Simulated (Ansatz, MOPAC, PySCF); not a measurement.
Complex: dimethyl telluride (SMILES C[Te]C) (first 9 atoms) with H2O (SMILES O); geometry from B3LYP-D3(BJ)/def2-TZVP, rigid monomers moved along the line of their centres of mass till Te2···O10 is 3.00 Å.
(charge 0, multiplicity 1):
```xyz
12

C      0.225    -1.312     0.074
Te     0.166     0.842     0.098
C      0.171     1.040    -2.055
H      1.132    -1.646    -0.424
H      0.229    -1.620     1.117
H     -0.657    -1.695    -0.433
H      1.079     0.601    -2.459
H      0.143     2.103    -2.285
H     -0.708     0.552    -2.468
O      0.174     0.008     2.974
H     -0.608     0.571     2.976
H      0.923     0.614     2.985
```

Monomers are frozen at their geometry in the pair; levels with a basis set take the counterpoise correction. Rows marked so take none.

Correlated levels freeze the cores. Filled d and f shells under p-block atoms count as core. Rows in 3-21G carry no dispersion term and start afresh at each structure; the Pople sets are all-electron and without relativity. The state that PM7 reach isn't checked; PM7 holds dispersion and hydrogen-bond terms.

The values were computed with Ansatz (an electronic-structure program); MOPAC for PM7 (differences of heats of formation); PySCF for 3-21G rows, the dispersion terms.  In def2 rows elements past Kr take small-core potentials, without spin–orbit coupling.

One of these levels gives -73.4 meV for the interaction energy. Which?
A. PM7
B. MP2/def2-SVPD
C. B3LYP-D3(BJ)/def2-TZVPPD
D. HF/3-21G (no counterpoise)

C, B3LYP-D3(BJ)/def2-TZVPPD. The others give 63.3 (PM7), -221.2 (HF/3-21G (no counterpoise)), -6.6 (MP2/def2-SVPD)
